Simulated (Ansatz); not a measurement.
## Which is lower?

The two ends of one reaction step of SnH$_{2}$Cl$_{2}$O$_{2}$, closed shell (PBE0-D4/def2-TZVP).

A:

```
atom    x (Å)    y (Å)    z (Å)
 Sn1  -0.5764  -0.4534  -0.6857
  O2   0.8121   0.8077   0.6248
  O3   0.8353  -0.8669  -1.7668
  H4   1.6445   0.5931   0.1738
 Cl5  -2.2731   1.0673  -1.0202
 Cl6  -1.3373  -1.6916   1.1248
  H7   0.8949   0.5437   1.5493
```

B:

```csv
atom,x (Å),y (Å),z (Å)
Sn1,-0.3558,-0.0733,-0.1378
O2,0.6921,0.9863,1.1020
O3,0.8319,-0.5513,-1.5828
H4,1.7556,-0.4656,-1.3260
Cl5,-2.1190,1.0887,-1.0218
Cl6,-1.1853,-1.9204,0.9562
H7,0.3803,0.9357,2.0102
```

Computed with Ansatz 0.2.0 (basis: def2-TZVPP); correlated methods freeze the cores. Filled d shells of the heavier atoms are correlated. Core potentials replace the inner electrons of the atoms past krypton. The def2 sets are not built for correlating such inner shells, so the correlated values are less sure here. B3LYP uses VWN-RPA correlation.

Question: Which structure is lower at CCSD(T), and by how much? (An estimate is asked for; the value comes from the calculation.)

Answer: Computed: B, by 41.49 kcal/mol (electronic energy, against the other). By their contacts, A is SnH₂Cl₂O₂ ([O][Sn]([OH2])([Cl])[Cl]) and B is SnH₂Cl₂O₂ ([OH][Sn]([OH])([Cl])[Cl]).

All methods give the same order:

```tsv
method	E(B) − E(A) (kcal/mol)
SPW92	-36.06
PBE-D4	-34.74
BLYP-D4	-33.50
r2SCAN-D4	-38.89
B97M-V	-39.49
PBE0-D4	-40.89
B3LYP-D4	-38.76
r2SCAN0-D4	-43.20
BHLYP-D4	-45.33
CAM-B3LYP-D4	-42.31
wB97X-V	-43.60
wB97M-V	-42.46
B2PLYP	-38.68
PBE-QIDH	-42.93
RPA on PBE	-39.32
HF	-52.93
MP2	-39.67
CCSD	-44.28
CCSD(T)	-41.49
```

T1 diagnostic: at most 0.018.

Labels in which every atom is bracketed show which atoms are joined, not bond orders.

For scale, one of the runs: CCSD(T)/def2-TZVPP, 224 basis functions, launched by `ansatz run in.yaml --threads 8 --pin off --events-out ev --progress --plain --max-ram 19148MiB`. Time: 48 s of wall clock on 8 CPU threads of an Intel Xeon Platinum 8488C; the host was shared. Peak host memory: 4 GiB.
